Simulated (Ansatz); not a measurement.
BF+, multiplicity 2 (lowest of 2S+1 = 2, 4 at CCSD(T)/def2-TZVPP on PBE0 minima; our sources give no spin for the ground state, which may be another), most abundant isotopes (11.0093 and 18.9984 u). Constants from fifth-degree fits in 1/R to seven points on the lowest solution found; no spin–orbit coupling, no relativity up to Kr; ω_e x_e and α_e move by some per cent with the fit.

Cores are frozen in the correlated methods. CBS: X⁻³ extrapolation of the correlation energy, Hartree–Fock from the larger set.

Programs: Ansatz (Gaussian basis) for Hartree–Fock, density functionals and correlated methods. 

| level | r_e (Å) | ω_e (cm⁻¹) | ω_e x_e (cm⁻¹) | α_e (cm⁻¹) |
|---|---|---|---|---|
| PBE/def2-TZVPP | 1.2246 | 1640.6 | 10.7 | 0.0162 |
| CCSD(T)/CBS(aug-cc-pVTZ, aug-cc-pVQZ) | 1.2119 | 1701.7 | 10.9 | 0.0162 |

Task: Derive the rotational constants, the centrifugal constant, the fundamental, the zero-point energy and the force constant.

Result: 
μ = 6.97018 u.
- PBE/def2-TZVPP: B_e = 16.8576/(μ r_e²) = 1.6128 cm⁻¹; B₀ = B_e − α_e/2 = 1.6047 cm⁻¹; D = 4B_e³/ω_e² = 6.23e-06 cm⁻¹; fundamental ω_e − 2ω_e x_e = 1619 cm⁻¹; zero-point energy ω_e/2 − ω_e x_e/4 = 818 cm⁻¹; k = μ(2πcω_e)² = 1110 N/m
- CCSD(T)/CBS(aug-cc-pVTZ, aug-cc-pVQZ): B_e = 16.8576/(μ r_e²) = 1.6466 cm⁻¹; B₀ = B_e − α_e/2 = 1.6385 cm⁻¹; D = 4B_e³/ω_e² = 6.17e-06 cm⁻¹; fundamental ω_e − 2ω_e x_e = 1680 cm⁻¹; zero-point energy ω_e/2 − ω_e x_e/4 = 848 cm⁻¹; k = μ(2πcω_e)² = 1190 N/m

Ansatz is a first-principles code.
